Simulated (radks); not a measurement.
Values are calculated unless marked as measured or tabulated.
Ionisation of neutral zirconium, [Kr] 4d2 5s2, to [Kr] 4d2 5s1 as the strength of local exchange is varied. Code: a radial shooting solver on a logarithmic mesh with Libxc functionals. Model: scalar-relativistic Kohn-Sham, Slater X-alpha exchange (alpha = 2/3 is LDA exchange), no correlation, spin-polarised, spherical densities, finite nucleus; open shells are filled with parallel spins first (spin-orbit coupling, left out, can overturn this in heavy ions); Fermi nuclear charge, rms radius 4.2694 fm.

| alpha | E(Zr) (hartree) | exchange (hartree) | IE (eV) | -e of the level emptied (eV) | <r> of it (bohr) |
|---|---|---|---|---|---|
| 0.601 | -3580.46376 | -95.49219 | 5.137 | 2.933 (5s) | 4.023 |
| 0.656 | -3589.22562 | -104.47723 | 5.334 | 3.144 (5s) | 3.977 |
| 0.667 | -3590.98048 | -106.27915 | 5.374 | 3.188 (5s) | 3.968 |
| 0.682 | -3593.37479 | -108.73894 | 5.430 | 3.248 (5s) | 3.955 |
| 0.706 | -3597.20888 | -112.68093 | 5.520 | 3.346 (5s) | 3.934 |
| 0.816 | -3614.83207 | -130.84782 | 5.951 | 3.818 (5s) | 3.839 |
| 0.874 | -3624.15747 | -140.49236 | 6.190 | 4.082 (5s) | 3.789 |

NIST Atomic Spectra Database: 6.634 eV (measured). The central value is not met in this range of alpha. Open shells are spherical and high-spin; term and fine-structure splittings are not resolved.
